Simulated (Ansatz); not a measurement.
Consider the formal hydrolysis of a C–Ge bond: `C/C(F)=[CH]/[GeH3]` + H₂O → `C/C(F)=C\O` + GeH₄.

Program: Ansatz. Geometries: PBE0-D4/def2-TZVP. ΔE: electronic, gas phase. CCSD(T)/CBS adds triple-zeta CCSD(T) − MP2 to the extrapolated MP2 energy (def2 sets, frozen cores). This one scheme is used for every species. Double bonds are as drawn, so ΔE can hold a change between cis and trans. Functionals use def2-TZVPP. B3LYP here is the variant with VWN-RPA as its local correlation; programs differ in this. For Ge outer-core shells are correlated without core-valence functions, which leaves a few kJ/mol of doubt a bond. Scalar relativity is left out up to krypton. One conformer a species, not always the lowest.

**Question.** Is it downhill or uphill in electronic energy at CCSD(T)/CBS, and by how much? (Estimate.)

**Answer.** Ansatz gave: Uphill: ΔE = +89.1 kJ/mol.

**Question.** What do these levels give: PBE-D4, r2SCAN-D4, PBE0-D4, B3LYP-D4, PBE, r2SCAN, B3LYP, HF/def2-TZVPP, MP2/def2-TZVPP, MP2/def2-QZVPP, MP2/CBS(def2), CCSD/CBS(def2)? (Estimate.)

**Answer.** Ansatz gave: PBE-D4 68.4, r2SCAN-D4 73.1, PBE0-D4 73.4, B3LYP-D4 72.2, PBE 64.8, r2SCAN 72.1, B3LYP 66.3, HF/def2-TZVPP 72.4, MP2/def2-TZVPP 95.8, MP2/def2-QZVPP 97.7, MP2/CBS(def2) 99.6, CCSD/CBS(def2) 88.2 kJ/mol.

Largest T1 diagnostic among the species: 0.012.

The D4 term adds +5.9 kJ/mol with B3LYP and +3.3 kJ/mol with PBE0; it sums over pairs of atoms, weighted by their polarisabilities, and B3LYP, whose exchange is more repulsive, gets the larger term. In def2-TZVPP, CCSD(T) changes the Hartree–Fock value by +12.8 kJ/mol (the triples alone add +0.8 kJ/mol) and MP2 by +23.3 kJ/mol. From PBE to PBE0 (25 % exact exchange), in def2-TZVPP and without D4, ΔE moves by +5.4 kJ/mol.
